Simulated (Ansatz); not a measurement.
Al₆Ge⁻. The state is a doublet with charge -1. Geometry B3LYP-D4/def2-SVP, that of the neutral singlet; atoms count from 1.

```xyz
7

Ge    1.844   -1.715   -0.688
Al    1.455    0.857   -0.456
Al   -0.096    1.496    1.530
Al   -0.563   -0.953   -1.352
Al    0.346   -1.058    1.346
Al   -0.963    1.597   -1.053
Al   -2.023   -0.223    0.672
```

The charge -1 doublet is spin-contaminated (final ⟨S²⟩ up to 1.05, 0.75 for a pure state). The structure comes from a short search, and lower isomers may exist.

Estimate the Mulliken populations from the PBE0/def2-TZVPD orbitals of Ansatz.


```json
{"atom": "Ge1", "charge (e)": "-0.25", "spin (α − β)": "0.21"}
{"atom": "Al2", "charge (e)": "-0.10", "spin (α − β)": "-0.01"}
{"atom": "Al3", "charge (e)": "-0.13", "spin (α − β)": "-0.39"}
{"atom": "Al4", "charge (e)": "-0.09", "spin (α − β)": "0.20"}
{"atom": "Al5", "charge (e)": "-0.10", "spin (α − β)": "-0.02"}
{"atom": "Al6", "charge (e)": "-0.16", "spin (α − β)": "0.50"}
{"atom": "Al7", "charge (e)": "-0.16", "spin (α − β)": "0.50"}
```
Mulliken values and Mayer orders depend strongly on the basis. With diffuse functions, as here, like atoms can get unlike values, and bond orders can come out too low or too high.

Where does the spin sit?

Summed by element: Ge 0.21, Al 0.79, of 1 unpaired in all. Largest on single atoms: Al6 0.50, Al7 0.50, Al3 -0.39.

And the Mayer bond orders between bonded heavy atoms (over 0.3)?

Ge1–Al2 0.73 (2.61 Å); Ge1–Al4 0.60 (2.61 Å); Ge1–Al5 0.73 (2.61 Å); Al2–Al3 0.56 (2.60 Å); Al2–Al4 0.33 (2.86 Å); Al2–Al6 0.60 (2.60 Å); Al3–Al5 0.56 (2.60 Å); Al3–Al6 0.42 (2.73 Å); Al3–Al7 0.42 (2.72 Å); Al4–Al5 0.33 (2.85 Å); Al4–Al6 0.57 (2.60 Å); Al4–Al7 0.57 (2.60 Å); Al5–Al7 0.59 (2.60 Å); Al6–Al7 0.30 (2.72 Å). Values over 0.3 also appear between atoms too far apart for a bond (Al2–Al7 0.35 at 3.81 Å; Al3–Al4 0.39 at 3.81 Å; Al5–Al6 0.35 at 3.81 Å); they arise where an orbital or an unpaired electron spreads over both atoms.
